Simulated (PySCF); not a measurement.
Consider `O=Cc1cccc(F)c1` (C7H5FO). Atom numbers as in the mapped SMILES `[O:1]=[CH:2][c:3]1[cH:4][cH:5][cH:6][c:7]([F:8])[cH:9]1`. These are map numbers, not IUPAC locants.

Level of theory: ωB97X-D3(BJ)/def2-TZVP single points in PySCF, grid level 2; every species was optimised with PBE0-D3(BJ)/def2-SVP. ωB97X-D3(BJ) is ωB97X-V with D3(BJ) in place of VV10. Thermal corrections: PBE0-D3(BJ)/def2-SVP frequencies, unscaled, ideal gas at 298.15 K and 1 bar, quasi-RRHO entropy.

Question: Rank these of its sites by proton affinity, highest first.
A. O1 (carbonyl oxygen)
B. C4 (aromatic carbon)
C. C6 (aromatic carbon)

Answer: A (828 kJ/mol), B (750 kJ/mol), C (733 kJ/mol).

Not ranked, since the method can't order them against a listed neighbour: C9 (732 kJ/mol).

Question: For O1 (carbonyl oxygen), what are ΔE (electronic) and ΔG(298 K) of removing the proton again?

Answer: ΔE = 857 and ΔG = 796 kJ/mol, beside ΔH = 828 kJ/mol. The protonated species is `[OH+]=Cc1cccc(F)c1`.

Note: the order of C6 and C9 is undecided: the gaps lie inside the method's error (some 10 kJ/mol, one structure a species); not every ring carbon need be listed, and shares count the listed sites alone.
